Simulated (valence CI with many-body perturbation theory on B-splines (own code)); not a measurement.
# Hf⁺ in three bases

Method: valence CI with perturbative core correlation (CI+MBPT): three valence electrons over a frozen Dirac-Fock core [Xe] 4f14, radial functions for each j: 7 s, 7 p, 8 d, 6 f, 4 g, 1 h, with the one-electron correlation potential Σ1, the two-electron term Σ2, the three-electron term Σ3, Breit, model QED; selected CI, second order for the rest, scaled by the run's own slope (own B-spline code, finite nucleus).

Against 8 measured levels this calculation errs by 549 cm⁻¹ on average and by 883 at most. These come from a selection out of the NIST Handbook of Basic Atomic Spectroscopic Data. Levels without a partner in it may be off by more, other configurations by 1,000 to 4,000 cm⁻¹.

The reference run has the lowest level 5d.6s2 2D_3/2 and an ionisation energy of 14.3225 eV. Its largest variational space holds 11494 state functions.

Names give the largest LS component (configuration and term), which can be under half, so a name can repeat, a term be missing and a line seem to break the LS rules; names also repeat where a configuration has a term twice. Letters in brackets count levels of one name in rising energy.

Changed runs:
A. basis 6 s, 6 p, 5 d, 5 f, 1 g
B. basis 5 s, 5 p, 4 d, 4 f

Excitation energies of the reference run in cm⁻¹, and shifts in cm⁻¹:

```tsv
Level	Reference	A	B
5d.6s2 2D_5/2	2778	+21	+33
5d2.6s 4F_3/2	2922	+43	+103
5d2.6s 4F_5/2	4271	+24	+71
5d2.6s 4F_7/2	5494	+37	+97
5d2.6s 4F_9/2	7478	+36	+102
5d2.6s 2F_5/2	11343	+115	+370
5d2.6s 4P_1/2	11481	+130	+120
5d2.6s 4P_3/2	12430	+122	+121
5d2.6s 4P_5/2	12979	+130	+191
5d2.6s 2D_3/2 [a]	13642	+209	+329
5d2.6s 2P_1/2	14245	+173	+171
5d2.6s 2F_7/2	14261	+134	+427
Ionisation energy (eV)	14.3225	-0.0126	-0.0259
```
